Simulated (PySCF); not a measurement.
# Correlation energy of Ne²⁺ (neon, charge +2)

[He] 2s2 2p4, high-spin 3P determinant. Calculation: PySCF 2.14, in aug-cc-pVDZ-DK (4s3p2d, 23 functions); the spin-free X2C one-electron Hamiltonian (Gaussian nucleus). Frozen: 1s2; 6 electrons correlated.

MP2 pair energies summed by pair of shells (mhartree):

```json
{"pair": "2p-2p", "energy": "-45.78", "share (%)": "46.9"}
{"pair": "2s-2p", "energy": "-44.68", "share (%)": "45.8"}
{"pair": "2s-2s", "energy": "-7.20", "share (%)": "7.4"}
```

Total MP2 correlation energy: -97.66 mhartree.

Same-spin part -23.19 and opposite-spin part -74.47 mhartree; SCS-MP2 scales them by 1/3 and 6/5 to -97.10 mhartree.

| level | correlation energy (mhartree) |
| --- | --- |
| CCSD | -111.05 |
| (T) | -0.87 |
| CCSD(T) | -111.92 |

Diagnostics: T1 = 0.0036, D1 = 0.0060, largest double amplitude 0.025.

Cost of the coupled-cluster step: 0.17 s of wall time on 1 thread of Neoverse-V1 (shared host), for 6 correlated electrons.

Iterations:

```
CC2 = 0
CCSD nocc = (np.int64(4), np.int64(2)), nmo = (22, 22)
frozen orbitals [[0], [0]]
max_cycle = 100
direct = 0
conv_tol = 1e-08
conv_tol_normt = 1e-06
diis_space = 8
diis_start_cycle = 0
Init t2, MP2 energy = -0.0976606576151044
Init E_corr(UCCSD) = -0.0976606576166947
cycle = 1  E_corr(UCCSD) = -0.108421264325432  dE = -0.0107606067  norm(t1,t2) = 0.0189083
cycle = 2  E_corr(UCCSD) = -0.110368464107189  dE = -0.00194719978  norm(t1,t2) = 0.00530821
cycle = 3  E_corr(UCCSD) = -0.111071595449988  dE = -0.000703131343  norm(t1,t2) = 0.00199256
cycle = 4  E_corr(UCCSD) = -0.111045666562658  dE = 2.59288873e-05  norm(t1,t2) = 0.000399093
cycle = 5  E_corr(UCCSD) = -0.111050672039915  dE = -5.00547726e-06  norm(t1,t2) = 6.55487e-05
cycle = 6  E_corr(UCCSD) = -0.111050892510574  dE = -2.2047066e-07  norm(t1,t2) = 1.22641e-05
cycle = 7  E_corr(UCCSD) = -0.111050761084343  dE = 1.31426231e-07  norm(t1,t2) = 2.8433e-06
cycle = 8  E_corr(UCCSD) = -0.111050774314175  dE = -1.3229831e-08  norm(t1,t2) = 4.28929e-07
cycle = 9  E_corr(UCCSD) = -0.111050772490626  dE = 1.82354824e-09  norm(t1,t2) = 5.70966e-08
UCCSD converged
E(UCCSD) = -126.570892708189  E_corr = -0.1110507724906263
UCCSD(T) correction = -0.00086633271498103
```
